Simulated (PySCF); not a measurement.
Rigid-rotor lines calculated for a species of formula C7H6F3N (commonest isotopes; PBE0-D3(BJ)/def2-SVP geometry optimisation, gas phase (PySCF)), labelled J(Ka,Kc):

```
     transition     MHz
2(0,2) ← 1(0,1)  1173.2
2(1,1) ← 1(1,0)  1181.6
2(1,2) ← 1(1,1)  1164.9
1(0,1) ← 0(0,0)   586.6
1(1,0) ← 0(0,0)  3806.0
```

(1) Find the rotational constants.

(2) What moments of inertia, asymmetry and inertial defect follow?

(3) Which dipole components do these lines need?

(4) Where do these fall, and of which type are they? 3(2,1) ← 2(1,1); 4(4,0) ← 3(3,0); 2(1,2) ← 2(0,2); 4(2,3) ← 4(1,3); 3(1,3) ← 3(0,3); 3(1,2) ← 2(0,2); 2(1,1) ← 1(0,1); 4(2,2) ← 3(2,1); 4(1,4) ← 3(1,3); 2(2,1) ← 2(1,1); 3(3,1) ← 3(2,1); 3(2,2) ← 3(1,2); 4(1,4) ← 4(0,4); 3(3,1) ← 2(2,1); 3(0,3) ← 2(0,2); 4(2,3) ← 3(2,2).

(5) Which structure gave them?

Results:

(1) 1(0,1) ← 0(0,0) is B + C, 2(1,1) ← 1(1,0) is 3B + C and 2(1,2) ← 1(1,1) is B + 3C, so B − C is half the difference of the last two, 8.3 MHz. 1(1,0) ← 0(0,0) is A + B. A = 3508.5, B = 297.5, C = 289.1 MHz.

(2) I = 505379 MHz·u·Å² over each constant: Ia = 144.04, Ib = 1698.74, Ic = 1748.00 u·Å²; κ = (2B − A − C)/(A − C) = -0.995 (near-prolate asymmetric top); Δ = Ic − Ia − Ib = -94.79 u·Å².

(3) μa and μc (a-type: ΔKa even, ΔKc odd; c-type: ΔKa odd, ΔKc even). The calculation gives |μa| = 6.89 D, |μb| = 0.02 D, |μc| = 0.16 D.

(4) 
```json
{"transition": "3(0,3) ← 2(0,2)", "MHz": "1760", "type": "a", "branch": "R"}
{"transition": "4(1,4) ← 3(1,3)", "MHz": "2330", "type": "a", "branch": "R"}
{"transition": "4(2,3) ← 3(2,2)", "MHz": "2346", "type": "a", "branch": "R"}
{"transition": "4(2,2) ← 3(2,1)", "MHz": "2347", "type": "a", "branch": "R"}
{"transition": "4(1,4) ← 4(0,4)", "MHz": "3173", "type": "c", "branch": "Q"}
{"transition": "3(1,3) ← 3(0,3)", "MHz": "3190", "type": "c", "branch": "Q"}
{"transition": "2(1,2) ← 2(0,2)", "MHz": "3203", "type": "c", "branch": "Q"}
{"transition": "2(1,1) ← 1(0,1)", "MHz": "4401", "type": "c", "branch": "R"}
{"transition": "3(1,2) ← 2(0,2)", "MHz": "5000", "type": "c", "branch": "R"}
{"transition": "4(2,3) ← 4(1,3)", "MHz": "9604", "type": "c", "branch": "Q"}
{"transition": "3(2,2) ← 3(1,2)", "MHz": "9620", "type": "c", "branch": "Q"}
{"transition": "2(2,1) ← 2(1,1)", "MHz": "9633", "type": "c", "branch": "Q"}
{"transition": "3(2,1) ← 2(1,1)", "MHz": "11393", "type": "c", "branch": "R"}
{"transition": "3(3,1) ← 3(2,1)", "MHz": "16076", "type": "c", "branch": "Q"}
{"transition": "3(3,1) ← 2(2,1)", "MHz": "17836", "type": "c", "branch": "R"}
{"transition": "4(4,0) ← 3(3,0)", "MHz": "24853", "type": "c", "branch": "R"}
```

(5) `CN(C)C#CC#CC(F)(F)F`, point group C1. Three constants can't fix a structure by themselves; this is the one that was computed:
```xyz
17
C7H6F3N angstrom
C     -2.580    0.960   -0.983
N     -1.955   -0.032   -0.133
C     -2.812   -0.793    0.752
C     -0.650   -0.027    0.047
C      0.567   -0.039    0.203
C      1.917   -0.062    0.374
C      3.126   -0.084    0.530
C      4.572   -0.126    0.718
F      5.195   -0.690   -0.321
F      5.086    1.099    0.867
F      4.894   -0.832    1.805
H     -1.840    1.365   -1.683
H     -3.395    0.496   -1.561
H     -3.002    1.794   -0.393
H     -3.628   -1.255    0.174
H     -2.230   -1.589    1.233
H     -3.257   -0.155    1.537
```

No frequency check. No vibrational averaging or centrifugal distortion is included, and the geometry carries the error of its method. A rigid rotor knows nothing of internal rotation, which can split or shift real lines. Quadrupole hyperfine structure (14N) is left out.

Time: 3.2 min wall; peak memory 0.85 GiB. Hardware: Arm Neoverse V1, one thread, on a shared host. These figures are those of the optimisation.
